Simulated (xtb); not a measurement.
Si(CCH)(Cl)2(OMe) (C3H4Cl2OSi), SMILES C#C[Si](Cl)(Cl)OC. All values are semi-empirical tight-binding results from xtb (GFN2-xTB unless named), good for trends rather than for accurate numbers. Geometry optimised at GFN2-xTB. One conformer was computed; it need not be the lowest.

Computed properties:
```yaml
orbital_gap: 5.58 eV
dipole_moment: 3.08 D
zero_point_energy: 39.8 kcal/mol
G − E(el) at 298.15 K (modified RRHO): 16.9 kcal/mol
static polarisability (D4 model): 93.4 bohr³
solvation energy, GFN2-xTB/ALPB(water): -2.7 kcal/mol
solvation energy, GFN2-xTB/ALPB(dmso): -8.4 kcal/mol
```
